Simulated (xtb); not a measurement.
Be(NH2)(NMe2) (C₂H₈BeN₂), SMILES [N]([Be][NH2])(C)C. All values are semi-empirical tight-binding results from xtb (GFN2-xTB unless named), good for trends rather than for accurate numbers. Geometry: GFN2-xTB. One conformer was computed; it need not be the lowest.

Optimised geometry:

```xyz
13

Be    -0.0046    -1.0326     0.0000
N     -0.0022    -2.5487     0.0000
H     -0.0019    -3.1550     0.8027
H     -0.0019    -3.1550    -0.8027
N     -0.0015     0.4862     0.0000
C      1.1869     1.3027     0.0000
C     -1.1822     1.3133     0.0000
H      1.2209     1.9507    -0.8872
H      1.2209     1.9507     0.8872
H      2.0696     0.6690     0.0000
H     -1.2103     1.9618     0.8872
H     -1.2103     1.9618    -0.8872
H     -2.0708     0.6879     0.0000
```

For metal compounds this method's bond lengths and energies can be far off.

```yaml
point_group_as_xtb_finds_it: C2v
orbital_gap: 5.81 eV
zero_point_energy: 66.4 kcal/mol
G − E(el) at 298.15 K (modified RRHO): 47.5 kcal/mol
```

Computed IR lines (harmonic; lines under 4 % of the strongest left out, lines within 3 cm⁻¹ merged):
ν (cm⁻¹): 295 (m), 326 (w), 523 (s), 537 (s), 1180 (m), 1184 (w), 1370 (vs), 1585 (m), 2847 (s), 2879 (w), 2890 (s), 3025 (m), 3510 (w) (against the strongest line: vs over 80 %, s over 45 %, m over 15 %, w over 4 %, vw less)

Q: Give the atomic charges and the Wiberg bond orders between heavy atoms. (Estimate from the structure and the level; the computed values follow.)

A: charges (e) Be1 0.56, N2 -0.53, H3 0.14, H4 0.14, N5 -0.37, C6 -0.01, C7 -0.01, H8 0.01, H9 0.01, H10 0.02, H11 0.01, H12 0.01, H13 0.02. Bond orders Be1–N2 1.16, Be1–N5 1.09, N5–C6 1.03, N5–C7 1.03.
